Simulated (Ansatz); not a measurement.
C$_{3}$H$_{12}$AlP (`C[P+](C)(C)[AlH3-]`), relaxed with RKS PBE0-D4/def2-TZVP in the Gaussian-basis code of Ansatz from a GFN2-xTB geometry. The force threshold is 0.005 eV/Å; the program also tests the step.

Total charge 0; spin multiplicity 1.

Start:

```xyz
17

C    -0.251   -1.453   -0.637
P     0.088    0.113    0.241
C    -0.391   -0.320    1.965
C    -1.330    1.143   -0.292
Al    2.142    0.713   -1.024
H     0.382   -2.237   -0.223
H    -1.298   -1.743   -0.560
H     0.021   -1.310   -1.684
H    -0.387    0.581    2.576
H     0.337   -1.019    2.371
H    -1.382   -0.771    1.987
H    -1.189    1.392   -1.342
H    -2.273    0.615   -0.159
H    -1.343    2.065    0.285
H     2.872   -0.671   -0.874
H     1.320    0.930   -2.358
H     2.682    1.972   -0.271
```

Question: By how much does the energy fall, and how many steps does the optimiser take? (Estimate.)

Answer: Computed: 21.13 kJ/mol, in 13 steps.

Question: Which bonds change most? (An estimate is asked.)

Answer: Computed: Al5–H17 from 1.564 to 1.606 Å; P2–Al5 from 2.486 to 2.446 Å; Al5–H15 from 1.572 to 1.606 Å; Al5–H16 from 1.581 to 1.606 Å.

Question: Give the relaxed structure. (Estimate.)

Answer: Computed: 
```xyz
17

C    -0.531   -1.586   -0.732
P    -0.021   -0.008    0.007
C    -0.134   -0.290    1.797
C    -1.392    1.125   -0.358
Al    2.166    0.791   -0.744
H     0.210   -2.349   -0.490
H    -1.511   -1.903   -0.368
H    -0.564   -1.478   -1.817
H     0.085    0.642    2.319
H     0.616   -1.027    2.090
H    -1.125   -0.645    2.087
H    -1.443    1.287   -1.436
H    -2.347    0.729   -0.005
H    -1.198    2.086    0.120
H     3.073   -0.442   -0.257
H     1.869    0.917   -2.318
H     2.248    2.152    0.106
```
